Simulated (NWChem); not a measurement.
Species: InHBrCl; SMILES [Cl][InH][Br]

Results from NWChem. Structure relaxed at the PBE0/def2-SVP level. Not confirmed as a minimum by frequencies. def2 effective core potentials on In; no spin-orbit coupling. Ions are spin-unrestricted doublets at the neutral geometry; other ion states weren't tried.

For level PBE0/def2-SVP:

```yaml
vertical ionisation energy, ΔSCF (eV): 10.61
"−ε(HOMO) (eV)": 8.34
```

Q: How do the values read with level PBE/def2-SVP instead?

A: 
| Quantity | Result |
|---|---|
| vertical ionisation energy, ΔSCF (eV) | 10.14 |
| −ε(HOMO) (eV) | 7.02 |
